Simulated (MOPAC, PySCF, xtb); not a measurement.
Breaking a bond: SnH, doublet.

- GFN1-xTB (xtb)
- UKS-TPSSh = unrestricted TPSSh/def2-TZVP, def2 effective core potentials past Kr (PySCF)
- PM6, unrestricted, heats of formation (MOPAC)

Energies are in mEh, each relative to the lowest point of its own curve near equilibrium.

```tsv
R / Å	GFN1-xTB	UKS-TPSSh	PM6
1.32	96.3	83.6	128.9
1.42	48.5	43.5	58.0
1.52	22.2	19.4	20.5
1.58	12.7	10.5	8.6
1.67	4.0	2.8	0.6
1.74	0.8	0.3	0.0
1.78	0.0	0.0	1.2
1.83	0.0	0.5	3.8
1.90	1.8	2.4	9.3
1.94	3.6	4.1	13.1
2.08	13.6	12.2	29.4
2.22	27.0	22.4	47.0
```

At the longest distance, 2.22 Å, PM6 lies highest above its minimum (47.0 mEh) and UKS-TPSSh lowest (22.4 mEh).

The scan ran from 1.32 to 7.03 Å; beyond the distances shown one of the unrestricted levels run for this scan, shown here or not, changes its spin distribution in one step.
